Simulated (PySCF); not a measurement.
GeH2, SMILES [GeH2] (connectivity only; charge and spin as stated), neutral, multiplicity 1.

The structure is a stationary point at PBE0-D3(BJ)/def2-TZVPD. The isomer is the one that the SMILES or the coordinates give; other isomers of the formula were not compared.

Two levels are set side by side: PBE/def2-TZVPD (PySCF) and M06-2X/def2-TZVPD (PySCF). Same geometry, gas phase. Differences are taken from unrounded values.

```json
[
 {"quantity": "orbital gap (eV)", "PBE": "1.94"},
 {"quantity": "highest occupied level (eV)", "PBE": "-5.89"},
 {"quantity": "lowest empty level (eV)", "PBE": "-3.95"},
 {"quantity": "dipole moment (D)", "PBE": "0.20"},
 {"quantity": "mean polarisability (bohr³)", "PBE": "38.7"}
]
```

These are the PBE values. What does M06-2X give? (Estimate from the structure and the level; the computed values follow.)


| quantity | M06-2X | PBE minus M06-2X |
|---|---|---|
| orbital gap (eV) | 5.71 | -3.77 |
| highest occupied level (eV) | -7.85 | 1.96 |
| lowest empty level (eV) | -2.14 | -1.81 |
| dipole moment (D) | 0.09 | 0.11 |
| mean polarisability (bohr³) | 38.2 | 0.5 |

PBE's occupied levels lie high since its potential decays too fast outside the molecule; exact exchange lowers them and widens the gap. Differences between two approximate levels are no errors against the true value.

Rough cost on one machine, each run with all the roots and properties that it gave: M06-2X against PBE about 3 times.
